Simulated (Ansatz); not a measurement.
System: CH$_{2}$N, charge -1, singlet. CH2N- (parent SMILES C=[N], singlet).
B3LYP-D3(BJ)/def2-TZVP minimum from Ansatz (a program for electronic structure):
```xyz
4

C     -0.4716     0.0990     0.0495
N      0.7299    -0.1532    -0.0767
H     -1.3284    -0.6706     0.1410
H     -0.9510     1.1489     0.0984
```
Charge -1, spin multiplicity 1.

Total energies in aug-cc-pVTZ, 12 correlated electrons, 2 frozen orbitals. Radicals and triplets start from unrestricted determinants; spin-orbit coupling is neglected. Cores are frozen in correlated methods. No relativity. The spin of CH2N- (parent SMILES C=[N], singlet) was assumed, and the state is the lowest solution found for it.

```
method    program  energy (Eh)  minus CCSDT(Q) (mEh)
--------  -------  -----------  --------------------
HF         Ansatz    -93.42287                422.45
MP2        Ansatz    -93.81337                 31.95
CCSD       Ansatz    -93.82302                 22.29
CCSD(T)    Ansatz    -93.84381                  1.51
CCSDT(Q)   Ansatz    -93.84531                  0.00
```

Rough core times of Ansatz's runs on a shared machine: CCSD(T) under 20 s, CCSDT(Q) 10 min.
